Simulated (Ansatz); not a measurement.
Ideal-gas functions of `OC1(F)N[SiH2]1` at 400 K and 1 bar, from an Ansatz frequency run at PBE0-D4/def2-TZVP.

Molar mass 93.13 g/mol, point group C1 (symmetry number 1), electronic degeneracy 1, moments of inertia 75.34, 148.008, 170.545 u Å². Harmonic wavenumbers (cm⁻¹, unscaled): 206, 222, 348, 415, 456, 533, 560, 642, 672, 721, 772, 943, 965, 1059, 1167, 1274, 1373, 2252, 2271, 3596, 3774.

Use S(trans) = R[1.5 ln M + 2.5 ln T − 1.1517]; rotational temperatures θ = 24.2544 K / I; S(rot) = R[ln(√π/σ · √(T³/θAθBθC)) + 1.5]; for each mode x = 1.438777 ν̃/T, S = R[x/(eˣ − 1) − ln(1 − e⁻ˣ)] and H = RT x/(eˣ − 1); 1 cm⁻¹ = 0.0119627 kJ/mol; R = 8.31446 J/(mol·K).

Problem. By hand: the entropy, in J/(mol·K).

Solution. Translation 171.5. Rotation: θ = 0.3219, 0.1639, 0.1422 K, giving 112.3. Vibration, mode by mode: 10.99, 10.40, 6.97, 5.71, 5.07, 4.07, 3.77, 2.99, 2.74, 2.39, 2.07, 1.27, 1.19, 0.90, 0.66, 0.48, 0.36, 0.02, 0.02, 0.00, 0.00, in all 62.1. Electronic 0.0. Sum 345.9 J/(mol·K).

Problem. By hand: H − E and G − E in kJ/mol, counted from the electronic energy.

Solution. Zero-point energy ½ × 24221 × 0.0119627 = 144.9; thermal vibration 15.5; translation, rotation and pV give 4 RT = 13.3. H − E = 173.7 kJ/mol, and G − E = 173.7 − 400 × 345.9/1000 = 35.3 kJ/mol.

Vibration gives 18 % of the entropy. The sum counts one conformer and one mirror image; others add a mixing term.
